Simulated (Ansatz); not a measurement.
Reaction: CH5GeO (SMILES [CH2][O][GeH3], doublet) → CH5GeO (SMILES [GeH3][CH]O, doublet)
Each species at its own B3LYP-D3(BJ)/def2-TZVP minimum (Ansatz, a program for electronic structure), one conformer.

Property: isomerisation energy (electronic), in kcal/mol. UHF or UKS for unpaired electrons; spin-orbit terms are left out. Cores are frozen in correlated methods (noble-gas shells, and filled d and f shells in the p block). No relativity. CBS(X,Y): correlation extrapolated as X^-3, Hartree-Fock from the larger set. A bracket is a step between two methods taken in the basis named. Double hybrids freeze cores in their MP2 part.

CCSD(T)/CBS(cc-pVTZ,cc-pVQZ) + [CCSDT(Q) - CCSD(T)]/cc-pVDZ (Ansatz) gives 9.5 kcal/mol.

What does PBE/def2-TZVPD (Ansatz) give here, and how do the other levels compare?

PBE gives 5.9 kcal/mol, 3.6 kcal/mol below it. Differences of the others: PBE0/def2-TZVPD (Ansatz) -3.0; B2PLYP/def2-TZVPD (Ansatz) 0.5; CCSD(T)/CBS(cc-pVTZ,cc-pVQZ) (Ansatz) 0.0 kcal/mol.
